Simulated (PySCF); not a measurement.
**Excitation energy of Ni by level of theory**

Ni [Ar] 3d8 4s2 (3F) → Ni [Ar] 3d8 4s1 4p1 (high-spin determinant), as a difference of total energies. All numbers are calculated (PySCF 2.14, scalar relativity by spin-free X2C-1e, in x2c-TZVPPall with one added diffuse shell each of s, p, d, f type (7s6p5d3f1g, 80 functions)). Correlated levels: valence and next inner shell: [Ne] frozen. The calculations carry no spin-orbit coupling.

```json
{"method": "UHF", "excitation energy (eV)": "2.127"}
{"method": "MP2 (valence and next inner shell)", "excitation energy (eV)": "3.231"}
{"method": "SCS-MP2 (valence and next inner shell)", "excitation energy (eV)": "3.376"}
{"method": "CCSD (valence and next inner shell)", "excitation energy (eV)": "3.239"}
{"method": "CCSD(T) (valence and next inner shell)", "excitation energy (eV)": "3.344"}
```

Q: How much does correlation contribute at CCSD(T) (valence and next inner shell)?

A: 3.344 − (2.127) = 1.217 eV, measured against UHF.

The determinant of the upper state mixes LS terms, which raises its energy above the lowest term, most at the Hartree-Fock and MP2 levels.
